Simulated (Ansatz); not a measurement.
Four-centre ligand exchange

Start structure (SnH₆SO, closed shell), relaxed at PBE0-D4/def2-TZVP:

```tsv
atom	x (Å)	y (Å)	z (Å)
Sn1	-0.4680	0.7007	-1.0675
O2	0.5284	0.9936	0.6230
H3	0.4322	-0.4708	-1.9021
H4	-0.4773	2.2132	-1.8675
H5	-2.0453	0.1992	-0.6686
H6	0.3662	-0.8577	1.5375
S7	-0.0114	-2.1510	1.4391
H8	0.4874	1.8999	0.9353
H9	1.1879	-2.5271	0.9708
```

The step: SnH₄O ([OH][SnH3]) + H₂S → SnH₄S ([SH][SnH3]) + H₂O; bonds formed: Sn1–S7, O2–H6; bonds broken: Sn1–O2, H6–S7. Ansatz 0.2.0; basis: def2-TZVPP and def2-QZVPP; cores frozen in the correlated methods. Filled d shells of the heavier atoms are correlated. Core potentials replace the inner electrons of the atoms past krypton. The def2 sets are not built for correlating such inner shells, so the correlated values are less sure here. Extrapolation: Hartree–Fock as exp(−7.88 √X), correlation as X^−2.97. Energies below are by CCSD(T) at an estimated basis limit (MP2 extrapolated from triple and quadruple zeta, plus CCSD(T) − MP2 in triple zeta).

Q: What are the electronic barrier and the energy of the step, from the start structure to the end structure? (To be estimated.)

A: The calculation gives: Barrier 63.2 kJ/mol; step energy -47.7 kJ/mol (downhill); reverse barrier, their difference, 110.9 kJ/mol. Barrier and step energy count from the start structure, the reverse barrier from the end structure.

The saddle point: One imaginary mode of 756i cm⁻¹.
| pair | start (Å) | saddle (Å) | end (Å) |
| --- | --- | --- | --- |
| Sn1–S7 | 3.82 | 2.95 | 2.43 |
| O2–H6 | 2.07 | 1.19 | 0.97 |
| Sn1–O2 | 1.98 | 2.11 | 3.28 |
| H6–S7 | 1.35 | 1.65 | 2.48 |

Zero-point energy (harmonic, PBE0-D4): ZPE is 132.0 kJ/mol at the start and 129.4 kJ/mol at the saddle, so the barrier goes from 63.2 to 60.5 kJ/mol.

No T1 diagnostic of these runs exceeds 0.014.

Labels in which every atom is bracketed show which atoms are joined, not bond orders.

For scale, one of the runs: CCSD(T)/def2-TZVPP, 207 basis functions, launched by `ansatz run in.yaml --threads 4 --pin off --events-out ev --progress --plain --max-ram 9574MiB`. Time: 73 s of wall clock on 4 CPU threads of an Arm Neoverse V1; the host was shared. Peak host memory: 3 GiB.
